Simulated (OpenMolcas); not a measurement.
## I II: effect of the active space

* Program: OpenMolcas 26.06
* Method: SS-CASPT2 or its RAS form, IPEA 0.25 Eh, imaginary shift 0.1 Eh
* Basis: ANO-R2
* Scalar Hamiltonian: X2C, finite nucleus
* Spin-orbit coupling: RASSI with atomic mean-field integrals over the reference wave functions, term energies averaged over their components

A. 4 electrons in 3 orbitals (5p); 2S+1 = 3 even, 3 roots; 2S+1 = 1 even, 6 roots; closed shells correlated: 4d 5s; CASPT2 step about 1.1 core-seconds
B. 6 electrons in 9 orbitals (RAS2 5s 5p; RAS3 5d, at most 2 electrons); 2S+1 = 3 even, 3 roots; 2S+1 = 1 even, 6 roots; 2S+1 = 3 odd, 3 roots; 2S+1 = 1 odd, 3 roots; closed shells correlated: 4d; CASPT2 step about 10 core-seconds

Energies in cm-1 above 5s2 5p4 3P2, the measured ground level; measured values from NIST Handbook of Basic Atomic Spectroscopic Data.

| Level | A | B | Measured |
| --- | --- | --- | --- |
| 5s2 5p4 3P2 | 0.0 | 0.0 | 0.0 |
| 5s2 5p4 3P0 | 6240 | 6180 | 6448 |
| 5s2 5p4 3P1 | 6330 | 6170 | 7087 |
| 5s2 5p4 1D2 | 13630 | 13490 | 13727 |
| 5s2 5p4 1S0 | 29270 | 28870 | 29501 |

Deviations, from unrounded energies. A percentage is the sum of absolute deviations over the sum of measured energies, with the sign that they share, or ± where signs differ.

```
                        Against measurement  Levels     A     B
             mean absolute deviation (cm-1)       4   320   520
      fine structure of the ground term (%)       2  -7.2  -8.8
other terms of the ground configuration (%)       2  -0.8  -2.0
```

A lies closest to measurement on these levels. The largest miss of A in the table is 5s2 5p4 3P1, by -760 cm-1. The ranking rests on the paired levels alone, and a cruder setting can come out closer through cancelling errors.

Between A and B the level of the table that moves most is 5s2 5p4 1S0, by 400 cm-1 (lowest in B, highest in A). Moves below CASPT2's spread within the term are not significant.

CASPT2 breaks the degeneracy within a term, and the mean is taken; among the terms shown or strongly mixed into the levels shown the widest spread is 150 cm-1 (5s2 5p4 1D, A). With the s shell closed, the reference lacks s² → p² mixing (holds for A). Active for correlation alone: 5d; no level in the range computed is led by a configuration that fills it, so any true level of that kind is missing (holds for B). Measured partners are found by configuration, term and J. A level has none where our copy of the source lacks it or the pairing is in doubt (some pairs that miss far off the trend of their configuration count as doubtful), and it then counts in no deviation. Only configurations of the active space appear. Levels that lie high or do not pair safely by name in every column are left out.
